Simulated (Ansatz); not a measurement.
Consider the cleavage of the Si–Si bond: `O[SiH2][SiH](Cl)Cl` + `C=C[SiH2]S` → `C=C[SiH2]S[SiH](Cl)Cl` + `O[SiH3]`.

Isolated molecules relaxed with PBE0-D4/def2-TZVP in Ansatz; ΔE leaves out vibrations. CBS: MP2 limit from def2 TZ/QZ plus the TZ coupled-cluster correction, frozen cores. Functionals use def2-TZVPP. B3LYP here is the variant with VWN-RPA as its local correlation; programs differ in this. One conformer a species, not always the lowest.

| level | ΔE (kJ/mol) | difference from CCSD(T)/CBS |
| --- | --- | --- |
| PBE-D4 | -65.3 | 12.4 |
| B3LYP-D4 | -74.8 | 2.9 |
| ωB97X-V | -73.3 | 4.4 |
| PBE | -55.4 | 22.3 |
| PBE0 | -61.2 | 16.5 |
| B3LYP | -58.9 | 18.8 |
| CCSD/def2-TZVPP | -72.9 | 4.8 |
| HF/def2-QZVPP | -67.2 | 10.5 |
| MP2/def2-QZVPP | -91.4 | -13.7 |
| HF/CBS(def2) | -67.2 | 10.5 |
| CCSD(T)/CBS | -77.7 | 0 |

Largest T1 diagnostic among the species: 0.011.

From PBE to PBE0 (25 % exact exchange), in def2-TZVPP and without D4, ΔE moves by −5.8 kJ/mol. In def2-TZVPP, CCSD(T) changes the Hartree–Fock value by −8.4 kJ/mol (the triples alone add −3.0 kJ/mol) and MP2 by −23.0 kJ/mol.

CCSD(T)/CBS has its own doubt, a few kJ/mol and more with outer-core shells, so smaller differences from it don't rank the levels.
